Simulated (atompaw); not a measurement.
## Before and after: PAW (atompaw) potential for P

atompaw 4.2.0.5 input, output lines left out:

```
P 15
LDA-PW scalarrelativistic loggrid 1500 logderivrange -3 5 201
3 3 0 0 0 0
3 1 3
0 0 0
c
c
v
c
v
1
1.75 1.70 1.50 1.05
y
-0.5
n
y
1.55
n
custom polynom2 7 10 vanderbiltortho sinc
bessel
1.75
1.70
1.75
1.75
```

All-electron outer shells of the reference configuration (LDA (PW92), scalar-relativistic, ld1.x):

```json
{"shell": "2s", "level (eV)": "-173.15", "outermost node (bohr)": "0.14", "outermost maximum (bohr)": "0.42"}
{"shell": "2p", "level (eV)": "-124.52", "outermost node (bohr)": "–", "outermost maximum (bohr)": "0.35"}
{"shell": "3s", "level (eV)": "-14.02", "outermost node (bohr)": "0.66", "outermost maximum (bohr)": "1.56"}
{"shell": "3p", "level (eV)": "-5.60", "outermost node (bohr)": "0.64", "outermost maximum (bohr)": "1.83"}
```

Change: augmentation sinc compensation charge, radius 1.70 bohr; PAW radius 1.75 bohr; waves and projectors: custom rrkj gramschmidtortho.

Cutoffs: the cutoffs (Ry, on a coarse ladder) from which the occupation-weighted sum of valence levels, in a spherical-Bessel basis at the reference potential, stays within 10 and 1 mRy of its value at 400 Ry; they do not see the model core or the augmentation charge, which bear on the density cutoff.

Q: What does the change do?

A: The potential gets harder (12 Ry and 18 Ry → 12 Ry and 25 Ry); neither file shows a bound ghost.

```csv
quantity,base,changed
"cutoff, loose",12 Ry,12 Ry
"cutoff, tight",18 Ry,25 Ry
loose cutoff by channel (10 mRy a level),"s 10 Ry, p 8 Ry","s 6 Ry, p 10 Ry"
bound ghosts,none,none
s: phases at 1.76 bohr within 0.05 rad from the reference energy up to (Ry; the scan ends near 5),to the end of the scan,to the end of the scan
p: phases at 1.76 bohr within 0.05 rad from the reference energy up to (Ry; the scan ends near 5),to the end of the scan,to the end of the scan
lowest overlap eigenvalue by channel,"s 0.68, p 0.65","s 0.71, p 0.79"
```

 The cutoffs see the waves, projectors and local potential, not the compensation charge or the core.
